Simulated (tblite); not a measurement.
Input of a run (GFN2-xTB geometry optimisation, gas phase (tblite 0.8.0)), started from a force field or distance geometry:
```
{"job": {"kind": "relax", "xc": "GFN2-xTB", "basis": "xTB"}, "charge": 0, "multiplicity": 1}
C      4.589600     0.263300    -0.204900
C      3.524200    -0.394100     0.270600
P      1.829800     0.145300    -0.093500
P      0.115500    -0.942300     0.694900
C     -1.612800    -0.441700     0.360700
C     -2.015300     0.635000    -0.415500
C     -3.427300     0.640300    -0.405700
C     -3.797300    -0.432000     0.373600
O     -2.704300    -1.098100     0.832100
H      4.475100     1.144600    -0.828000
H      5.586300    -0.066300     0.022400
H      3.647700    -1.278900     0.908500
H     -1.367800     1.338700    -0.910100
H     -4.087400     1.333000    -0.897300
H     -4.760200    -0.838800     0.673300
```

Output (eV, eV/Å):
```
step      E/eV     max force
  0    -677.57618    2.294
  1    -677.74562    1.517
  2    -677.93599    1.242
  3    -678.01420    0.887
  4    -678.09897    0.707
  5    -678.19734    0.973
  6    -678.33007    1.084
  7    -678.47936    0.987
  8    -678.59447    0.843
  9    -678.68646    0.853
 10    -678.72930    0.542
 11    -678.75481    0.503
 12    -678.77586    0.448
 13    -678.79652    0.459
 14    -678.81622    0.410
 15    -678.83160    0.298
 16    -678.84096    0.350
 17    -678.84661    0.192
 18    -678.85006    0.153
 19    -678.85225    0.165
 20    -678.85401    0.126
 21    -678.85578    0.162
 22    -678.85792    0.175
 23    -678.86014    0.138
 24    -678.86188    0.092
 25    -678.86297    0.086
 26    -678.86380    0.093
 27    -678.86473    0.082
 28    -678.86566    0.078
 29    -678.86637    0.075
 30    -678.86682    0.055
 31    -678.86711    0.044
 32    -678.86727    0.031
 33    -678.86735    0.023
 34    -678.86738    0.017
 35    -678.86739    0.010
 36    -678.86740    0.009
```

Summarise the run.

The energy falls by 29.8 kcal/mol over 36 L-BFGS steps, the largest force on an atom goes from 2.29 to 0.009 eV/Å, and the atoms move by 0.349 Å rms after alignment. The bond that changes most is P3=P4 (both ends phosphorus bonded to C and P), which shortens by 0.135 Å. Bonds longer at the end by more than 0.005 Å: 0 of 15; shorter: 11. Among the angles that change most is C2–P3–P4, from 120.9° to 97.3°. The energy never rose by more than 1e-5 eV on the way. The first step brought 13 % of the lowering.

What are the final bond lengths?

C1=C2 1.330 Å, C2–P3 1.803 Å, P3=P4 2.043 Å, P4–C5 1.785 Å, C5–C6 1.376 Å, C6–C7 1.407 Å, C7–C8 1.365 Å, C8–O9 1.336 Å, C5–O9 1.355 Å, C1–H10 1.078 Å, C1–H11 1.078 Å, C2–H12 1.083 Å, C6–H13 1.071 Å, C7–H14 1.071 Å, C8–H15 1.072 Å. Numbering counts from 1 in the input's order; the species is `C=C/P=P/C1=CC=CO1`.

Time: 0.33 s of wall time. Hardware: one thread, Arm Neoverse V1 (aarch64) (shared host).

Its GFN2-xTB frequencies are all real (lowest 36 cm⁻¹). One conformer, not necessarily the lowest. 3 starts were optimised and ended at 0.00, 0.53 and 1.05 kcal/mol (GFN2-xTB); the lowest of these is shown.

Shape of the structure used: `[CH2:1]=[CH:2]/[P:3]=[P:4]/[c:5]1[cH:6][cH:7][cH:8][o:9]1`: C1–C2–P3–P4 180°, P3–P4–C5–C6 0°.

All values are computed, not measured.
